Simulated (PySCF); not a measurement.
Isomers of C5H10N2SSi2, mass 186.010 u with the commonest isotopes. Level of theory: PBE0/pcSseg-1 in PySCF (dipole) on a GFN2-xTB geometry, gas phase. One conformer each, none proved a minimum here; rigid rotors.

Question: Order these by rotational constant C, largest first.
A. `[CH2:1]=[CH:2][SiH2:3][c:4]1[cH:5][c:6]([S:7][SiH3:8])[n:9][nH:10]1` with C1–C2–Si3–C4 5°, C2–Si3–C4–C5 -75°, C5–C6–S7–Si8 -179°
B. `[CH2:1]=[CH:2][c:3]1[cH:4][c:5]([SiH2:6][S:7][SiH3:8])[n:9][nH:10]1` with C1–C2–C3–C4 1°, C4–C5–Si6–S7 -106°, C5–Si6–S7–Si8 -35°
C. `[NH2:1][c:2]1[cH:3][cH:4][cH:5][n:6][c:7]1[SiH2:8][S:9][SiH3:10]` with N6–C7–Si8–S9 -125°, C7–Si8–S9–Si10 54°

Answer: C (549.2 MHz), B (394.2 MHz), A (358.6 MHz).

Question: Order these by dipole moment, largest first.
A. `[CH2:1]=[CH:2][c:3]1[cH:4][c:5]([SiH2:6][S:7][SiH3:8])[n:9][nH:10]1` with C1–C2–C3–C4 1°, C4–C5–Si6–S7 -106°, C5–Si6–S7–Si8 -35°
B. `[CH2:1]=[CH:2][SiH2:3][c:4]1[cH:5][c:6]([S:7][SiH3:8])[n:9][nH:10]1` with C1–C2–Si3–C4 5°, C2–Si3–C4–C5 -75°, C5–C6–S7–Si8 -179°
C. `[CH2:1]=[CH:2][c:3]1[cH:4][c:5]([S:6][SiH2:7][SiH3:8])[n:9][nH:10]1` with C1–C2–C3–C4 1°, C4–C5–S6–Si7 179°, C5–S6–Si7–Si8 -54°
D. `[NH2:1][c:2]1[cH:3][cH:4][cH:5][n:6][c:7]1[SiH2:8][S:9][SiH3:10]` with N6–C7–Si8–S9 -125°, C7–Si8–S9–Si10 54°

Answer: A (4.63 D), C (3.87 D), B (3.42 D), D (3.08 D).

Question: Order these by radius of gyration √(Σ m r²/M), smallest first.
A. `[CH2:1]=[CH:2][SiH2:3][c:4]1[cH:5][c:6]([S:7][SiH3:8])[n:9][nH:10]1` with C1–C2–Si3–C4 5°, C2–Si3–C4–C5 -75°, C5–C6–S7–Si8 -179°
B. `[CH2:1]=[CH:2][c:3]1[cH:4][c:5]([S:6][SiH2:7][SiH3:8])[n:9][nH:10]1` with C1–C2–C3–C4 1°, C4–C5–S6–Si7 179°, C5–S6–Si7–Si8 -54°
C. `[CH2:1]=[CH:2][c:3]1[cH:4][c:5]([SiH2:6][S:7][SiH3:8])[n:9][nH:10]1` with C1–C2–C3–C4 1°, C4–C5–Si6–S7 -106°, C5–Si6–S7–Si8 -35°
D. `[NH2:1][c:2]1[cH:3][cH:4][cH:5][n:6][c:7]1[SiH2:8][S:9][SiH3:10]` with N6–C7–Si8–S9 -125°, C7–Si8–S9–Si10 54°

Answer: D (2.427 Å), B (2.648 Å), C (2.713 Å), A (2.834 Å).

| SMILES | point group | Ia (u·Å²) | Ib (u·Å²) | Ic (u·Å²) | κ | μa (D) | μb (D) | μc (D) |
| --- | --- | --- | --- | --- | --- | --- | --- | --- |
| C=C[SiH2]c1cc(S[SiH3])n[nH]1 | C1 | 228.86 | 1350.01 | 1409.40 | -0.98 | 2.99 | 1.36 | 0.96 |
| Nc1cccnc1[SiH2]S[SiH3] | C1 | 374.12 | 897.04 | 920.23 | -0.96 | 1.64 | 0.19 | 2.60 |
| C=Cc1cc([SiH2]S[SiH3])n[nH]1 | C1 | 300.71 | 1155.64 | 1281.94 | -0.93 | 4.40 | 1.34 | 0.48 |
| C=Cc1cc(S[SiH2][SiH3])n[nH]1 | C1 | 293.60 | 1051.59 | 1262.70 | -0.88 | 3.26 | 2.01 | 0.60 |
